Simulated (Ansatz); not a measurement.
Geometry optimisation, DFT PBE, scalar-relativistic, plane waves, PAW (Ansatz).

Input file:

```yaml
crystal:
  lattice:
    - [0.0, 5.43, 5.43]
    - [5.43, 0.0, 5.43]
    - [5.43, 5.43, 0.0]
  atoms:
    - { symbol: Si, position: [0.0, 0.0, 0.0] }
    - { symbol: Si, position: [0.125, 0.125, 0.125] }
    - { symbol: Si, position: [0.0, 0.0, 0.5] }
    - { symbol: Si, position: [0.125, 0.125, 0.625] }
    - { symbol: Si, position: [0.0, 0.5, 0.0] }
    - { symbol: Si, position: [0.125, 0.625, 0.125] }
    - { symbol: Si, position: [0.0, 0.5, 0.5] }
    - { symbol: Si, position: [0.125, 0.625, 0.625] }
    - { symbol: Si, position: [0.5, 0.0, 0.0] }
    - { symbol: Si, position: [0.625, 0.125, 0.125] }
    - { symbol: Si, position: [0.5, 0.0, 0.5] }
    - { symbol: Si, position: [0.625, 0.125, 0.625] }
    - { symbol: Si, position: [0.5, 0.5, 0.0] }
    - { symbol: Si, position: [0.625, 0.625, 0.125] }
    - { symbol: Si, position: [0.5, 0.5, 0.5] }
    - { symbol: Si, position: [0.625, 0.625, 0.625] }
    - { symbol: "N", position: [0.2518927, 0.2440925, 0.7459822], spin: 1.0 }
magnetization:
  spin_polarized: true
basis:
  ecutwfc: 420.0
kpoints:
  mp_grid: { grid: [2, 2, 2] }
hamiltonian:
  xc: pbe
scf:
  occupations: { method: fermi_dirac, width: 0.02 }
  lower_state_search: "off"
relax:
  f_tol: 0.08
  max_steps: 25
  adjacent_minimum: "off"
```

Launched with:

```bash
$ ansatz run input.yaml --threads 1 --pin off --max-ram 3072MiB --backend cpu --events-out ev --progress --plain --runs-dir out
```

Problem. Where does it end, and by what steps?

Solution. It converged. The threshold is loose, so the end isn't yet a minimum. Limits of this set-up: coarse k mesh. After 16 steps the energy has fallen by 2.764 eV; N17 moved furthest, 1.59 Å. Parted: Si4–Si11. Joined: Si11–N17.

```tsv
step	energy less start (eV)	largest force component (eV/Å)	accepted
0	0.0000	0.618	yes
1	-0.1453	0.480	yes
2	-0.4207	0.834	yes
3	-0.7379	1.356	yes
4	-1.1975	1.734	yes
5	-1.7184	1.480	yes
6	-2.1010	1.847	yes
7	-2.3804	0.861	yes
8	-2.4976	0.365	yes
9	-2.5698	0.450	yes
10	-2.6428	0.917	yes
11	-2.6794	0.322	yes
12	-2.7036	0.310	yes
13	-2.7143	0.344	yes
14	-2.7481	0.146	yes
15	-2.7584	0.162	yes
16	-2.7644	0.070	yes
```

```xyz
17
Lattice="0.0000 5.4300 5.4300 5.4300 0.0000 5.4300 5.4300 5.4300 0.0000" Properties=species:S:1:pos:R:3
Si 0.131 0.015 0.019
Si 1.585 1.356 1.276
Si 3.006 2.699 -0.023
Si 4.295 4.209 1.488
Si 2.856 -0.012 2.702
Si 4.199 1.340 4.063
Si 5.543 2.741 2.737
Si 7.007 3.996 4.070
Si 0.158 2.667 2.612
Si 1.307 3.933 4.155
Si 2.157 5.783 3.076
Si 4.314 6.636 3.912
Si 2.842 2.688 5.425
Si 4.192 4.053 6.769
Si 5.577 5.331 5.377
Si 6.718 6.866 6.666
N 3.789 5.417 2.669
```

Run time: 5.9 min on 1 thread of Arm Neoverse V2, on a shared host, peak memory 0.68 GiB.
